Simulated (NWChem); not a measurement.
System: GeSiH₄, singlet; SMILES [SiH3][GeH]

NWChem input:

```
start job
memory heap 200 mb stack 900 mb global 1100 mb
geometry units angstroms noautoz
  Ge     0.001374     0.875323     0.146171
  H      1.562203     0.786647    -0.183967
  Si    -0.053804    -1.580424     0.023034
  H      0.896763    -2.154548     1.033301
  H      0.401141    -2.023887    -1.337217
  H     -1.403516    -2.177894     0.272272
end
basis spherical
  * library def2-tzvp
end
dft
  xc xcamb88 1.00 lyp 0.81 vwn_5 0.19 hfexch 1.00
  cam 0.33 cam_alpha 0.19 cam_beta 0.46
  iterations 150
  mulliken
end
task dft energy
```

Low-valent species are run as closed-shell singlets; no triplet was tried in these runs. Structure relaxed at the PBE0/def2-SVP level.

**Question.** Give the results of this calculation. (CAM-B3LYP/def2-TZVP.) Quantities: energy (Ha); highest occupied level (eV); orbital gap (eV); dipole (D).

**Answer.** 
```json
{
 "energy (Ha)": "-2368.98",
 "highest occupied level (eV)": "-7.83",
 "orbital gap (eV)": "5.60",
 "dipole (D)": "0.51"
}
```
